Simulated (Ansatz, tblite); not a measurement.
Forces on the cluster Li₇Sn at its PBE0-D4/def2-TZVP geometry. Total charge 0; doublet.

In the def2 sets Sn takes a core potential; there is no spin–orbit coupling. The xTB rows come from tblite. The structure comes from a short search, and lower isomers may exist.

GFN1-xTB (tblite), largest force 0.74 eV/Å:

```xyz
8
positions Å, forces eV/Å
Li    0.349   -1.588   -0.528    0.102   -0.096    0.479
Li   -1.403    0.677   -2.312    0.448    0.399    0.243
Li    1.377   -0.239    1.732   -0.384   -0.608   -0.074
Li    0.775   -3.369    2.060   -0.120    0.432   -0.199
Li   -1.395   -1.071    1.647    0.629   -0.211   -0.003
Li    1.457    1.373   -1.685   -0.579    0.077   -0.020
Li   -0.734    3.293   -1.064    0.179   -0.637   -0.173
Sn   -0.427    0.924    0.151   -0.275    0.644   -0.252
```

GFN2-xTB (tblite), largest force 0.72 eV/Å:

```
Li 0.111 -0.301 0.164
Li 0.132 0.420 -0.224
Li -0.008 -0.567 0.254
Li -0.201 0.644 -0.245
Li 0.333 -0.450 0.255
Li -0.161 0.259 -0.294
Li 0.130 -0.321 -0.426
Sn -0.337 0.316 0.515
```

PBE0-D4/def2-TZVP (Ansatz), largest force 0.02 eV/Å:

```
Li -0.004 -0.005 0.002
Li -0.007 0.000 -0.001
Li 0.000 0.000 0.001
Li 0.001 -0.001 0.002
Li 0.000 0.001 0.000
Li 0.015 0.005 -0.004
Li -0.005 0.003 0.003
Sn 0.000 -0.003 -0.003
```
